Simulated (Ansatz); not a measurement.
Steps of a relaxation of H3O3STa (`[OH][Ta]([OH])([OH])=[S]`) with RKS PBE0-D4/def2-TZVP.

```sh
$ ansatz run in.yaml --threads 4 --pin off --events-out ev --progress --plain --max-ram 10444MiB
```

```yaml
crystal:
  periodic: [false, false, false]
  atoms:
    - {symbol: O, position_ang: [-1.034995, 1.571081, 0.133920]}
    - {symbol: Ta, position_ang: [0.037706, -0.001332, -0.034037]}
    - {symbol: O, position_ang: [0.903197, -0.356314, 1.632301]}
    - {symbol: O, position_ang: [-1.079657, -1.481868, -0.493863]}
    - {symbol: S, position_ang: [1.543123, 0.296644, -1.595781]}
    - {symbol: H, position_ang: [-1.027476, 2.426240, -0.327929]}
    - {symbol: H, position_ang: [1.839196, -0.425878, 1.884978]}
    - {symbol: H, position_ang: [-1.088994, -2.085673, -1.255489]}
basis:
  gaussian: {orbitals: def2-TZVP}
hamiltonian: {xc: pbe0, dispersion: d4}
relax: {f_tol: 0.005, max_steps: 150}
```

Positions (Å) and forces (eV/Å) along the path, 5 of 5 steps:

```xyz
8
step=1 energy=-18576.2405 eV
O    -1.035    1.571    0.134    0.244    0.163   -0.316
Ta    0.038   -0.001   -0.034    0.240    0.049   -0.248
O     0.903   -0.356    1.632    0.372    0.036   -0.221
O    -1.080   -1.482   -0.494    0.246   -0.033   -0.357
S     1.543    0.297   -1.596   -0.488   -0.096    0.505
H    -1.027    2.426   -0.328    0.050   -0.701    0.327
H     1.839   -0.426    1.885   -0.726    0.069   -0.267
H    -1.089   -2.086   -1.255    0.062    0.513    0.577
8
step=2 energy=-18576.2787 eV
O    -1.024    1.544    0.138   -0.063    0.254   -0.076
Ta    0.053    0.001   -0.050   -0.355   -0.071    0.367
O     0.883   -0.352    1.611    0.228   -0.034    0.146
O    -1.068   -1.459   -0.480   -0.067   -0.201   -0.170
S     1.531    0.294   -1.584    0.394    0.079   -0.408
H    -1.015    2.389   -0.319    0.007   -0.145    0.070
H     1.808   -0.419    1.861   -0.153    0.013   -0.051
H    -1.076   -2.055   -1.233    0.009    0.105    0.123
8
step=3 energy=-18576.2855 eV
O    -1.027    1.550    0.138   -0.014    0.010    0.008
Ta    0.045    0.000   -0.042   -0.006   -0.002    0.007
O     0.886   -0.354    1.617    0.000   -0.004    0.016
O    -1.071   -1.465   -0.482   -0.012   -0.011    0.002
S     1.535    0.295   -1.588    0.021    0.004   -0.022
H    -1.012    2.390   -0.321    0.011   -0.016   -0.001
H     1.811   -0.418    1.859   -0.010    0.004   -0.016
H    -1.075   -2.055   -1.236    0.010    0.015    0.006
8
step=4 energy=-18576.2856 eV
O    -1.028    1.549    0.139   -0.013   -0.002    0.013
Ta    0.045    0.000   -0.042    0.012    0.002   -0.012
O     0.886   -0.354    1.618   -0.011   -0.002    0.012
O    -1.072   -1.465   -0.481   -0.011   -0.002    0.011
S     1.536    0.295   -1.589    0.000    0.000    0.000
H    -1.011    2.389   -0.321    0.009    0.001   -0.008
H     1.810   -0.417    1.857    0.007    0.002   -0.008
H    -1.074   -2.054   -1.236    0.008    0.002   -0.007
8
step=5 energy=-18576.2858 eV
O    -1.030    1.549    0.141   -0.004    0.000    0.004
Ta    0.043   -0.001   -0.040    0.004    0.001   -0.004
O     0.884   -0.355    1.620   -0.003   -0.001    0.004
O    -1.074   -1.466   -0.480   -0.004   -0.001    0.003
S     1.533    0.295   -1.586    0.001    0.000   -0.001
H    -1.006    2.386   -0.325    0.002    0.000   -0.002
H     1.811   -0.416    1.851    0.001    0.000   -0.002
H    -1.069   -2.050   -1.238    0.002    0.001   -0.002
```

Hardware: 4 threads of an AMD EPYC 9R45 on a shared host. Wall time 9 s, peak host memory 0.49 GiB.
